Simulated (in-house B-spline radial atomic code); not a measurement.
The numbers below are computed, except where a source is named.
# Ba in an electron gas of r_s = 3: phase shifts, screening, friction and resistivity

A nucleus sits in a uniform electron gas with a rigid positive background. The Kohn-Sham equations are solved self-consistently in the spin-unpolarised LDA (PW92), non-relativistic, on B-splines with outgoing waves at the boundary and partial waves to l = 8. The model has no lattice, no bands and no magnetic solution. Atomic units; δ_l are the phase shifts at the Fermi level, counted so that each bound state adds π, and good to about 0.0005. Heavy atoms are models without relativity.

The density parameter is r_s = 3 bohr, near that of the valence electrons of Ag (1 per atom, density 10.5 g/cm³, mass 107.87 u, which gives r_s = 3.02).

```
l  δ_l (rad)
0    14.7711
1    12.1085
2     7.3643
3     0.0109
4    -0.0032
5    -0.0004
6    -0.0004
7    -0.0001
8    -0.0002
```

Bound levels below the band bottom (hartree): s -7.857, p -6.097, d -3.033, s -0.7747, p -0.3282 and deeper ones.

Problem. Check the Friedel sum rule, and say where the screening charge sits.

Solution. k_F = (9π/4)^(1/3)/r_s = 0.63972. The rule is Z = (2/π) Σ (2l + 1) δ_l. The terms are s 9.404, p 23.126, d 23.441, f 0.049 and -0.028 beyond, in all 55.991 against Z = 56. Bound states hold 10 s, 24 p, 20 d electrons, so the scattering states carry 1.99 in all; where a term is smaller than its bound count, the bound level has drawn weight out of the band.

Problem. Find the transport cross section and the electronic stopping of a 1 keV Ba ion (mass 137.33 u).

Solution. σ_tr = (4π/k_F²) Σ (l + 1) sin²(δ_l − δ_(l+1)). The terms for l = 0 to 3 are 0.2124, 1.9980, 2.3090, 0.0008, all together 4.5202, so σ_tr = 30.707 × 4.5202 = 138.800 bohr². With n = 3/(4π r_s³) = 0.008842, the friction coefficient is Q = n k_F σ_tr = 0.7851. For v well below v_F = 0.640, dE/dx = Q v; with 24801 eV per u at v = 1, v = √(1000/(24801 × 137.33)) = 0.0171, so dE/dx = 0.01345 hartree/bohr = 6.92 eV/nm. The largest term couples the d and f waves.

Problem. What residual resistivity would 1 atomic per cent of such centres give in Ag?

Solution. Δρ = k_F n_i σ_tr/n in atomic units of 21.74 μΩ·cm. With one host atom per 1 electron, n_i/n = 0.01/1, so Δρ = 0.6397 × 0.01000 × 138.800 × 21.74 = 19.30 μΩ·cm. This is an atom added to the gas, as on an interstitial site.

Problem. On a substitutional site the background of one host ion, a sphere holding 1 charge, is taken out. The phase shifts for l = 0 to 4 become 14.7165, 12.0897, 7.0700, 0.0126, -0.0030. What follows?

Solution. The Friedel sum is now 55.00, for Z − 1 = 55. The sum in σ_tr is 3.5269, so σ_tr = 108.30 bohr² and Δρ = 15.06 μΩ·cm per atomic per cent, 0.78 times the value above. A real host ion scatters too, so this model doesn't give zero even for the host's own atom.
